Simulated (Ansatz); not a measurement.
Program: Ansatz. Geometries: PBE0-D4/def2-TZVP. ΔE: electronic, gas phase. CCSD(T)/CBS adds triple-zeta CCSD(T) − MP2 to the extrapolated MP2 energy (def2 sets, frozen cores). Functionals use def2-TZVPP. HSE06 is defined as in plane-wave codes. One conformer a species, not always the lowest.

`[SiH3]OC[SiH2]S` → `CO[SiH2]S[SiH3]`  (isomerisation)

```json
{"level": "BHLYP-D4", "ΔE (kJ/mol)": "-88.7"}
{"level": "HSE06", "ΔE (kJ/mol)": "-88.4"}
```

Task: What does CCSD(T)/CBS give? (An estimate is asked.)

Result: Ansatz gave: -88.3 kJ/mol. The listed levels differ from it by -0.4, -0.1 kJ/mol.

Largest T1 diagnostic among the species: 0.012.

At CCSD(T), def2-SVP lies +10.6 kJ/mol from the extrapolated value and def2-TZVPP +3.6 kJ/mol. The D4 term adds −4.1 kJ/mol with B3LYP and −2.1 kJ/mol with PBE0; it sums over pairs of atoms, weighted by their polarisabilities, and B3LYP, whose exchange is more repulsive, gets the larger term.

B3LYP here is the variant with VWN-RPA as its local correlation; programs differ in this.
